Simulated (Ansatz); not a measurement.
C$_{2}$H$_{7}$NO$_{3}$W (`C[N]=[W](=[O])([OH])[O]C`) from Hartree–Fock to CCSD(T)

Cartesian coordinates in Å:
```
C -2.254 -0.690 0.292
N -0.859 -0.671 0.025
W 0.538 -0.459 -1.006
O 0.006 -0.044 -2.580
O 1.514 -2.089 -1.063
O 1.579 0.930 -0.298
C 1.523 1.814 0.791
H -2.557 -1.676 0.661
H -2.503 0.040 1.069
H -2.842 -0.459 -0.603
H 1.306 -2.852 -0.522
H 1.280 2.819 0.437
H 0.769 1.497 1.519
H 2.501 1.840 1.278
```

The species carries charge 0 and has multiplicity 1. Correlated methods include outer-core shells of W, which these sets cover unevenly. W takes the def2 core potential. Geometry: relaxed with PBE0-D4/def2-TZVP. It is one conformer, not always the lowest. Frozen core, restricted reference, Ansatz 0.2.0.

```tsv
basis	HF (Eh)	MP2 corr.
def2-SVP	-425.04129	-1.40895
def2-TZVPP	-425.51524	-1.79307
def2-QZVPP	-425.53303	-1.94483
```

Task: Estimate the CCSD correlation energy and the (T) correction in each basis where they were run (hartree).

Result: 
| basis | CCSD corr. | (T) |
| --- | --- | --- |
| def2-SVP | -1.38670 | -0.05962 |
| def2-TZVPP | -1.75169 | -0.09138 |
